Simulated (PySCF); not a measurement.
Compound: C4H7BSi.
Z-matrix (Å and degrees, PBE0-D3(BJ)/def2-SVP geometry), rows numbered from 1:
```
B 
C   1  1.5466
C   2  1.3663  1  121.53
Si  3  1.8838  2  108.23  1  -179.65
C   4  1.8680  3   91.92  2    -0.14
C   5  1.3490  4  107.12  3     0.09
H   1  1.2105  2  121.32  3   179.72
H   1  1.2093  2  119.25  3    -0.30
H   3  1.0930  2  121.15  1     0.18
H   4  1.4952  3  113.12  2  -118.45
H   4  1.4955  3  112.89  2   118.01
H   5  1.0919  4  130.52  3  -179.91
H   6  1.0964  2  118.64  1    -0.30
```

Computed with PySCF at PBE0/pcSseg-1 and PBE0/def2-SVPD, non-relativistic, on one gas-phase PBE0-D3(BJ)/def2-SVP geometry that isn't relaxed in the solvent. The solvent is an IEF-PCM continuum (Bondi radii, 1.10 Å for H, scaled by 1.2). Only the electrostatic response of the medium enters.

Gas phase at PBE0/pcSseg-1: HOMO -7.15 eV, LUMO -2.61 eV, dipole 0.93 D.

Question: What does the continuum do to the energy, the frontier levels and the dipole at PBE0/pcSseg-1 in acetone and acetonitrile?

Answer: 
```tsv
solvent	ε	E(solvent) − E(gas) (kJ/mol)	polarisation term (kJ/mol)	distortion of the solute (kJ/mol)	HOMO (eV)	LUMO (eV)	dipole (D)
acetone	20.49	-5.80	-6.34	0.54	-7.10	-2.55	1.21
acetonitrile	35.69	-6.02	-6.60	0.58	-7.10	-2.55	1.22
```

Polarisation term: ½ Σ q·V over the induced surface charges. Distortion: the rise of the solute's own energy as its density leaves the gas-phase optimum. From acetone to acetonitrile the lowering changes by a factor 1.04, Onsager's factor (ε − 1)/(2ε + 1) by 1.03 and ε itself by 1.7.

Question: Which ESP-fitted charges (PBE0/pcSseg-1) respond most in acetone (means over atoms taken as equivalent)?

Answer: 
```tsv
atoms	environment	gas (e)	solvent (e)	change
C5	alkene CH carbon	-0.416	-0.447	-0.031
Si4	SiH2 silicon	+0.524	+0.551	+0.027
C3	alkene CH carbon	-0.397	-0.417	-0.020
H9	vinylic hydrogen	+0.176	+0.194	+0.018
H12	vinylic hydrogen	+0.192	+0.209	+0.017
C6	alkene CH carbon	-0.158	-0.174	-0.016
```

Question: Which Mayer bond orders change most in acetone?

Answer: 
```csv
bond,length (Å),gas,solvent,change
C2–C3,1.366,1.749,1.738,-0.011
B1–C2,1.547,1.019,1.028,+0.009
C5–C6,1.349,1.843,1.837,-0.006
C6–C2,1.492,1.052,1.047,-0.005
B1–H7,1.211,0.979,0.977,-0.002
B1–H8,1.209,0.975,0.973,-0.002
Si4–H10,1.495,0.932,0.934,+0.002
Si4–H11,1.496,0.932,0.934,+0.002
```

Question: How do the nuclear quadrupole coupling constants eQVzz/h respond in acetone?

Answer: 
```tsv
nucleus	Q (barn)	gas (MHz)	solvent (MHz)	η gas	η solvent
11B at B1	0.04059	5.66	5.63	0.02	0.03
```

Gas phase at PBE0/def2-SVPD: HOMO -7.17 eV, LUMO -2.62 eV, dipole 0.86 D.

Question: What does the continuum do to the energy, the frontier levels and the dipole at PBE0/def2-SVPD in acetone?

Answer: 
| solvent | ε | E(solvent) − E(gas) (kJ/mol) | polarisation term (kJ/mol) | distortion of the solute (kJ/mol) | HOMO (eV) | LUMO (eV) | dipole (D) |
| --- | --- | --- | --- | --- | --- | --- | --- |
| acetone | 20.49 | -5.52 | -6.09 | 0.57 | -7.10 | -2.56 | 1.10 |

Question: How does the static polarisability (PBE0/def2-SVPD, frozen core, with the continuum's full static response) change?

Answer: 
```json
{"medium": "gas", "isotropic (au)": "87.5", "principal values (au)": "59.8, 85.4, 117.3", "⟨r²⟩ of the electrons (bohr²)": "702.0"}
{"medium": "acetone", "isotropic (au)": "120.1", "principal values (au)": "82.1, 117.2, 161.0", "⟨r²⟩ of the electrons (bohr²)": "701.9"}
```

The isotropic value in acetone is 1.37 times the gas-phase one; no cavity-field correction is applied. ⟨r²⟩ is taken about the centre of nuclear charge.
